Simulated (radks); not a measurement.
All-electron atom: Tm43+ in [Ar] 3d8.

Method: scalar-relativistic Kohn-Sham, SCAN, spin-polarised, spherical densities, finite nucleus; open shells are filled with parallel spins first (spin-orbit coupling, left out, can overturn this in heavy ions); meta-GGA in the generalised Kohn-Sham scheme; Fermi nuclear charge, rms radius 5.2256 fm; computed with a radial shooting solver on a logarithmic mesh with Libxc functionals.

Energy parts (eV):
total: -332898.72
kinetic: 364488.31
electron-nucleus: -752907.20
Hartree: 61125.29
exchange-correlation: -5605.12

Orbitals (lengths in bohr, moments of r in powers of bohr):
orbital  occ.  eigenvalue (eV)      <r^2>       <r^4>  <1/r>      <r>
1s up       1        -61585.30  0.0005485   8.082e-07  79.08  0.02001
1s down     1        -61584.94  0.0005485   8.081e-07  79.08  0.02001
2s up       1        -12220.36   0.008451   0.0001227  18.50  0.08457
2s down     1        -12212.10   0.008444   0.0001225  18.51  0.08454
2p up       3        -11048.75   0.006886  0.00009349  17.02  0.07512
2p down     3        -11041.72   0.006879  0.00009329  17.02  0.07509
3s up       1        -4282.376    0.05226    0.004042  7.055   0.2141
3s down     1        -4270.550    0.05239    0.004063  7.042   0.2144
3p up       3        -3923.296    0.05186    0.004126  6.601   0.2119
3p down     3        -3911.391    0.05201    0.004151  6.589   0.2122
3d up       5        -3508.566    0.04199    0.002996  6.259   0.1901
3d down     3        -3494.542    0.04214    0.003020  6.252   0.1904

The highest occupied level is 3d down at -3494.5 eV. The spin density at the nucleus is -9.13 e/bohr^3 (1s -6.10, 2s -54.19, 3s 51.16). For comparison, the ionisation energy in NIST's Atomic Spectra Database is 3528 eV (theoretical). In exact Kohn-Sham theory the highest level is minus the ionisation energy, but local and semilocal functionals leave it too shallow, through self-interaction and a potential that decays too fast; potentials with the right tail come closer.
